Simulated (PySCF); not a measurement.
**Ca: ionisation energy**

Ca [Ar] 4s2 (1S) → Ca⁺ [Ar] 4s1 (2S), as a difference of total energies. Computed with PySCF 2.14 in ANO-RCC-VTZP, with scalar relativity by spin-free X2C-1e. Correlated levels: valence: [Ar] frozen. The calculations carry no spin-orbit coupling.

```csv
method,ionisation energy (eV),error (eV)
UHF,5.138,-0.975
MP2 (valence),5.628,-0.485
SCS-MP2 (valence),5.727,-0.386
CCSD (valence),5.904,-0.209
```

Reference: 6.113 eV (measured; NIST Atomic Spectra Database, ionization energies).

Errors of the correlated levels include the incompleteness of this basis and the frozen core.

With two correlated electrons CCSD is exact in that space.
